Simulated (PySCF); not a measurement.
# Electron correlation in Sn⁺ (tin, charge +1)

[Kr] 4d10 5s2 5p1, 2P determinant. All numbers are calculated (PySCF 2.14, the spin-free X2C one-electron Hamiltonian (Gaussian nucleus), in aug-cc-pVQZ-DK3). Frozen: [Kr] 4d10; 3 electrons correlated.

MP2 pair energies summed by pair of shells (mhartree):

| pair | energy | share (%) |
| --- | --- | --- |
| 5s-5s | -19.15 | 55.9 |
| 5s-5p | -15.11 | 44.1 |

Total MP2 correlation energy: -34.26 mhartree.

Same-spin part -2.31 and opposite-spin part -31.95 mhartree; SCS-MP2 scales them by 1/3 and 6/5 to -39.11 mhartree.
